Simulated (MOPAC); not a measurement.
MOPAC input (PM7):

```
PM7 1SCF GEO-OK AUX(PRECISION=9) THREADS=1
HfO

Hf   -0.00000000 1   -0.00000000 1   -0.17333918 1
O     0.00000000 1    0.00000000 1    1.56005259 1
```

From the last part of the output:

```
                                                       MOPAC v23.2.5 Linux

          FINAL HEAT OF FORMATION =         64.14376 KCAL/MOL =     268.37750 KJ/MOL

          COSMO AREA              =         88.25 SQUARE ANGSTROMS
          COSMO VOLUME            =         76.45 CUBIC ANGSTROMS

          IONIZATION POTENTIAL    =          8.305425 EV
          HOMO LUMO ENERGIES (EV) =         -8.305 -3.593
          NO. OF FILLED LEVELS    =          5
          MOLECULAR WEIGHT        =        194.4894         POINT GROUP:  C*v

          MOLECULAR DIMENSIONS (Angstroms)

            Atom       Atom       Distance
            O     2   Hf     1     1.73339
            O     2   Hf     1     0.00000
           Hf     1    O     2     0.00000

          SCF CALCULATIONS        =          1

   ATOM   CHEMICAL          X               Y               Z
  NUMBER   SYMBOL      (ANGSTROMS)     (ANGSTROMS)     (ANGSTROMS)

     1      Hf         -0.00000000  *  -0.00000000  *  -0.17333918  *
     2       O          0.00000000  *   0.00000000  *   1.56005259  *

                             CARTESIAN COORDINATES

   1   Hf       -0.000000000    -0.000000000    -0.173339180
   2    O        0.000000000     0.000000000     1.560052590

           Empirical Formula: O Hf  =     2 atoms

      MOLECULAR POINT GROUP   :   C*v

                  EIGENVALUES
 -28.65414 -14.69165 -13.14518 -13.14518  -8.30542  -3.59291   4.19903   4.31323
   4.31323   6.02401  36.87624  36.87624  37.57019

              NET ATOMIC CHARGES AND DIPOLE CONTRIBUTIONS

  ATOM NO.   TYPE          CHARGE      No. of ELECS.   s-Pop       p-Pop       d-Pop
    1         Hf           0.116719        3.8833     0.90180     0.03588     2.94561
    2          O          -0.116719        6.1167     1.84980     4.26691
 DIPOLE           X         Y         Z       TOTAL
 POINT-CHG.     0.000     0.000    -0.972     0.972
 HYBRID         0.000    -0.000    -1.746     1.746
 SUM            0.000    -0.000    -2.717     2.717

          ATOMIC ORBITAL ELECTRON POPULATIONS

     Atom    s        px        py        pz      x^2-y^2     xz        z^2       yz        xy
    1 Hf   0.90180   0.00422   0.00422   0.02743   2.00000   0.37645   0.19271   0.37645   0.00000
    2  O   1.84980   1.61933   1.61933   1.02825

 **********************
 *                    *
 * JOB ENDED NORMALLY *
 *                    *
 **********************

 == MOPAC DONE ==
```
